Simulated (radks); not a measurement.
The mean radii <r> (bohr) of the occupied orbitals of an atom or ion are listed with their occupations. Calculated with a radial shooting solver on a logarithmic mesh with Libxc functionals: non-relativistic Kohn-Sham, LDA (Slater exchange, Perdew-Wang correlation), spin-unpolarised, spherical densities, point nucleus.

| orbital | occ. | <r> |
|---|---|---|
| 1s | 2 | 0.01862 |

Name the element and its charge.

Answer. Z = 81, thallium, charge +79: Tl79+ in [He]. The 1s radius gives Z: for a bare nucleus <r> = 1.5/Z, 0.01852 bohr for Z = 81, and screening makes it slightly larger (0.01862 here). The occupations add up to 2, and the charge is Z minus that.
